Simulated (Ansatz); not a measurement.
Mulliken charges of CH₃BClNO, SMILES `N=CB(O)Cl` from PBE/def2-TZVPP in Ansatz (PBE0-D4/def2-TZVP geometry).

```
atom   x (Å)   y (Å)   z (Å)  charge (e)
  N1  -0.429   1.746   0.744      -0.184
  C2  -0.323   0.482   0.812      -0.112
  B3   0.172  -0.472  -0.334       0.207
  O4   0.230  -1.793  -0.105      -0.211
 Cl5   0.644   0.203  -1.901      -0.166
  H6  -0.141   2.073  -0.184       0.154
  H7  -0.605   0.018   1.764       0.100
  H8   0.542  -2.314  -0.852       0.212
```

Problem. By hand: the dipole of these point charges (1 e Å = 4.8032 D).

Solution. Σ q r = (0.028, -0.298, 0.008) e Å, of length 0.299 e Å = 1.44 D.

Problem. How does the dipole of the full density compare? (Best estimate.)

Solution. Computed: (0.155, -0.477, -0.305) e Å, 2.82 D; the point charges give 0.51 times that, at 35° from its direction.

Point charges leave out the atoms' own dipoles, such as those of lone pairs, and Mulliken's split depends on the basis, so the two needn't agree.
